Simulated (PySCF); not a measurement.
B(NCO)2(OH) (C2HBN2O3), SMILES O=C=NB(O)N=C=O. Atoms are numbered in the order given.

```xyz
9

B     -0.7732     0.0014     0.0000
N     -0.4253     1.3974     0.0000
C      0.4344     2.2470     0.0000
O      1.1959     3.1337     0.0000
N      0.2529    -0.9949     0.0000
C      0.6168    -2.1451     0.0000
O      1.0565    -3.2288     0.0000
O     -2.0726    -0.3814     0.0000
H     -2.6726     0.3760     0.0000
```
Charge 0, spin multiplicity 1.

Geometry optimised at r2SCAN-D4/def2-SVP. Other conformers were not sampled.

The numbers are results of PBE/def2-TZVP (PySCF), not measurements.

The molecule is in vacuum.

```
Property                                                                                                        Value
---------------------------------------------------------------------------------------------  ----------------------
total energy                                                                                       -436.70265 hartree
point group                                                                                                        Cs
highest occupied level                                                                                       -7.56 eV
lowest empty level                                                                                           -2.01 eV
orbital gap                                                                                                   5.55 eV
dipole moment                                                                                                  2.24 D
quadrupole, principal values (traceless, Buckingham form, about the centre of nuclear charge)  -13.53, 5.60, 7.94 D·Å
mean static polarisability                                                                       60.7 bohr³ (8.99 Å³)
polarisability, principal values                                                               32.5, 57.9, 91.6 bohr³
```
